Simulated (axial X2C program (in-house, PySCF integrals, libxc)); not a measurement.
Worked dissociation energy of InBr⁻: MP2, scalar-relativistic

All values were computed with an in-house all-electron X2C program for linear molecules (integrals from PySCF). Spin-free means the one-electron spin-free X2C Hamiltonian. Basis: In dyall-acv3z [12s13p10d5f1g], Br dyall-acv3z [9s10p7d5f1g] (cores contracted in-house); Gaussian nuclei, density fitting, unrestricted open shells. Masses: In 114.904 u, Br 78.918 u.

Molecular state: M_S = 1/2, Λ = 1 (beyond evenly filled blocks: π+α).

Correlated methods: 11 electrons correlated (number of frozen shells: In 4 s, 3 p, 2 d; Br 3 s, 2 p, 1 d), 337 virtual spin orbitals or spinors in MP2.

* E(In) (2M_S = 1, M_L = 0): -5878.352361 hartree
* E(Br-) (2M_S = 0, M_L = 0): -2604.768577 hartree
* E(InBr⁻) at Re: -8483.164607 hartree
* ωe: 147.0 cm⁻¹
* ωexe: 0.656 cm⁻¹

(1) Work out De and D0.

Occupations by symmetry block were frozen at the best pattern of an incomplete PBE0 search. Dissociation energies refer to the lowest single-determinant-based atoms at the same level and basis. With the outer-core shells frozen, correlated bond lengths of heavy atoms tend to come out a few hundredths of an ångström too long. Spin-free De lacks the spin–orbit lowering of the heavy p-block atom, a tenth of an eV or more for 4p and 5p, up to an eV for 6p and one to two eV for 7p atoms, less what an open-shell molecule gains itself.

Each atomic determinant is the lowest at this level and need not be a pure term. Totals compare only within one Hamiltonian and basis.

## Answers

(1) De = -5878.352361 + (-2604.768577) − (-8483.164607) = 0.04367 hartree = 1.188 eV. The zero-point energy is ωe/2 − ωexe/4 = 73 cm⁻¹ = 0.009 eV, so D0 = 1.179 eV.
